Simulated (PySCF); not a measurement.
Compound: C4H6F3O2P.
SMILES with atom numbers: `[O:1]=[P@@:2]([OH:3])([CH:4]1[CH2:5][CH2:6]1)[C:7]([F:8])([F:9])[F:10]` (hydrogens: H11 on O3; H12 on C4; H13, H14 on C5; H15, H16 on C6)

The same species was optimised twice, with GFN2-xTB and with PBE0-D3(BJ)/def2-SVP (PySCF), and the same property calculations (PySCF, gas phase) were run on both structures.

```csv
coordinate,GFN2-xTB,PBE0-D3(BJ)/def2-SVP,change
P2–O3 (Å),1.597,1.625,+0.028
P2–C4 (Å),1.805,1.780,-0.025
O1=P2 (Å),1.459,1.482,+0.023
P2–C7 (Å),1.894,1.878,-0.016
C4–C5 (Å),1.500,1.509,+0.009
C4–C6 (Å),1.503,1.508,+0.005
C7–F10 (Å),1.336,1.331,-0.005
C7–F9 (Å),1.338,1.336,-0.002
C7–F8 (Å),1.336,1.335,-0.001
C5–C6 (Å),1.489,1.489,0.000
O3–P2–C4 (°),105.9,102.0,-3.9
O1–P2–O3 (°),113.6,116.3,+2.7
P2–C4–C5 (°),118.6,121.0,+2.4
P2–C4–C6 (°),117.6,120.0,+2.4
P2–C7–F9 (°),113.7,111.8,-1.9
P2–C7–F8 (°),111.3,110.1,-1.2
P2–C7–F10 (°),109.7,110.7,+1.0
F8–C7–F9 (°),106.9,107.8,+0.9
O1–P2–C4–C5 (°),-161,-164,-3
O1–P2–C7–F8 (°),-67,-69,-2
```

Rotational constants: A = 1733, B = 962.3, C = 830.7 MHz (GFN2-xTB) against A = 1733, B = 966.8, C = 838.2 MHz (PBE0-D3(BJ)/def2-SVP). Point groups within 0.08 Å: C1 and C1.

On the GFN2-xTB structure: HOMO (eV) -8.46 [PBE0/pcSseg-1]; LUMO (eV) 0.45 [PBE0/pcSseg-1]; dipole (D) 3.57 [PBE0/pcSseg-1]; GIAO shielding of O1 (ppm) 196.1 [PBE0/pcSseg-1]; GIAO shielding of P2 (ppm) 298.6 [PBE0/pcSseg-1]; GIAO shielding of O3 (ppm) 245.8 [PBE0/pcSseg-1]; GIAO shielding of C4 (ppm) 177.1 [PBE0/pcSseg-1]; GIAO shielding of C5 (ppm) 181.8 [PBE0/pcSseg-1]; GIAO shielding of C6 (ppm) 183.9 [PBE0/pcSseg-1]; GIAO shielding of C7 (ppm) 56.5 [PBE0/pcSseg-1]; GIAO shielding of F8/F9/F10 (mean) (ppm) 263.5 [PBE0/pcSseg-1].

**Question.** What do these properties become on the PBE0-D3(BJ)/def2-SVP structure?

**Answer.** 
```
                                    property          level  on GFN2-xTB  on PBE0-D3(BJ)/def2-SVP  change
                                   HOMO (eV)  PBE0/pcSseg-1        -8.46                    -8.40   +0.06
                                   LUMO (eV)  PBE0/pcSseg-1         0.45                     0.38   -0.07
                                  dipole (D)  PBE0/pcSseg-1         3.57                     3.34   -0.23
energy, GFN2-xTB geometry as zero (kcal/mol)  PBE0/pcSseg-1          0.0                     -1.7    -1.7
                  GIAO shielding of O1 (ppm)  PBE0/pcSseg-1        196.1                    185.8   -10.3
                  GIAO shielding of P2 (ppm)  PBE0/pcSseg-1        298.6                    293.6    -5.0
                  GIAO shielding of O3 (ppm)  PBE0/pcSseg-1        245.8                    241.4    -4.4
                  GIAO shielding of C4 (ppm)  PBE0/pcSseg-1        177.1                    178.3    +1.2
                  GIAO shielding of C5 (ppm)  PBE0/pcSseg-1        181.8                    178.1    -3.7
                  GIAO shielding of C6 (ppm)  PBE0/pcSseg-1        183.9                    180.0    -3.9
                  GIAO shielding of C7 (ppm)  PBE0/pcSseg-1         56.5                     57.5    +1.0
    GIAO shielding of F8/F9/F10 (mean) (ppm)  PBE0/pcSseg-1        263.5                    265.4    +1.9
```

The heavy atoms differ by 0.046 Å rms after alignment. Among bonds between heavy atoms P2–O3 changes most (+0.028 Å). Changes are differences of the printed values. Neither structure is proved a minimum here.

The values belong to the conformer `[O:1]=[P@@:2]([OH:3])([CH:4]1[CH2:5][CH2:6]1)[C:7]([F:8])([F:9])[F:10]`: O1–P2–C4–C5 -164°, O1–P2–C7–F8 -69°, H–O3–P2–O1 -28°.
